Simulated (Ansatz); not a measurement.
`[Cl][Ti]([Cl])([SeH])[SeH]`. The species carries charge 0 and has multiplicity 1. All single points use the PBE0-D4/def2-TZVP geometry. It is one conformer, not always the lowest.

```xyz
7

Cl    0.310    1.097   -2.318
Ti   -0.151    0.591   -0.259
Cl   -1.134    2.139    0.901
Se    1.815    0.084    1.019
Se   -1.481   -1.396   -0.444
H     2.124   -1.005    0.076
H    -1.483   -1.509    1.025
```

(1) What is the dipole moment at ωB97M-V/def2-TZVPP? (An estimate is asked.)

(2) And with PBE, r2SCAN, B3LYP? (Estimate.)

(3) Give the Mulliken charges with ωB97M-V, B3LYP, r2SCAN in def2-TZVPP. (An estimate is asked.)

## Answers

(1) Ansatz gave: 0.99 D, with components (0.23, -0.88, 0.39) D in this frame, pointing from negative to positive charge.

(2) Computed: PBE 1.01 D, r2SCAN 1.06 D, B3LYP 1.08 D.

(3) The calculation gave: 
| atom | ωB97M-V | B3LYP | r2SCAN |
| --- | --- | --- | --- |
| Cl1 | -0.14 | -0.20 | -0.19 |
| Ti2 | 0.24 | 0.43 | 0.43 |
| Cl3 | -0.14 | -0.20 | -0.19 |
| Se4 | -0.07 | -0.08 | -0.10 |
| Se5 | -0.07 | -0.08 | -0.10 |
| H6 | 0.09 | 0.06 | 0.08 |
| H7 | 0.09 | 0.06 | 0.08 |

B3LYP here is the variant with VWN-RPA as its local correlation; programs differ in this.
